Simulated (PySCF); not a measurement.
C2H8AlNS, SMILES C[N](C)[AlH][SH]. The structure is a stationary point at PBE-D3(BJ)/def2-SVP. The structure was generated by enumeration; whether it is a known compound was not checked. Other conformers were not sampled.

Computed equilibrium geometry at PBE-D3(BJ)/def2-SVP (PySCF confirms it by a frequency run) as bond lengths and angles, and its point group (one conformer of several):
point group Cs.
Atoms: Al1 H2 N3 C4 C5 H6 H7 H8 H9 H10 H11 S12 H13. Bond lengths (Å): Al1–H2 1.592, Al1–N3 1.795, Al1–S12 2.209, N3–C4 1.451, N3–C5 1.451, C4–H6 1.117, C4–H7 1.117, C4–H8 1.109, C5–H9 1.117, C5–H10 1.117, C5–H11 1.110, S12–H13 1.363. Angles (°): H2–Al1–N3 120.2, H2–Al1–S12 123.2, N3–Al1–S12 116.5, Al1–N3–C4 124.1, Al1–N3–C5 122.6, C4–N3–C5 113.2, N3–C4–H6 111.9, N3–C4–H7 111.9, N3–C4–H8 111.1, H6–C4–H7 106.8, H6–C4–H8 107.5, H7–C4–H8 107.5, N3–C5–H9 111.9, N3–C5–H10 111.9, N3–C5–H11 111.0, H9–C5–H10 106.7, H9–C5–H11 107.5, H10–C5–H11 107.5, Al1–S12–H13 92.3.
Charge 0, spin multiplicity 1.
